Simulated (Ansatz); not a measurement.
Gas-phase electronic energies from Ansatz, PBE0-D4/def2-TZVP geometries. CBS: MP2 limit from def2 TZ/QZ plus the TZ coupled-cluster correction, frozen cores. This one scheme is used for every species. Functionals use def2-TZVPP. B3LYP here is the variant with VWN-RPA as its local correlation; programs differ in this. Triplets are unrestricted, without spin–orbit coupling. One conformer a species, not always the lowest.

`C[Si](F)(F)CO` → `[CH2]` (triplet) + `OC[SiH](F)F`  (formal loss of a carbene)

```csv
level,ΔE (eV),difference from CCSD(T)/CBS
r2SCAN-D4,4.95,-0.19
PBE,5.14,0.00
B3LYP,4.95,-0.19
HF/def2-TZVPP,3.57,-1.57
SCS-MP2/def2-TZVPP,5.13,-0.01
CCSD/def2-TZVPP,4.90,-0.24
CCSD(T)/def2-TZVPP,5.02,-0.12
HF/def2-QZVPP,3.56,-1.58
SCS-MP2/def2-QZVPP,5.21,0.07
HF/CBS(def2),3.56,-1.58
CCSD(T)/CBS,5.14,0
```

Largest T1 diagnostic among the species: 0.011.

The D4 term adds +0.12 eV with B3LYP and +0.06 eV with PBE0; it sums over pairs of atoms, weighted by their polarisabilities, and B3LYP, whose exchange is more repulsive, gets the larger term. From PBE to PBE0 (25 % exact exchange), in def2-TZVPP and without D4, ΔE moves by −0.07 eV. In def2-TZVPP, CCSD(T) changes the Hartree–Fock value by +1.45 eV (the triples alone add +0.12 eV) and MP2 by +1.59 eV.
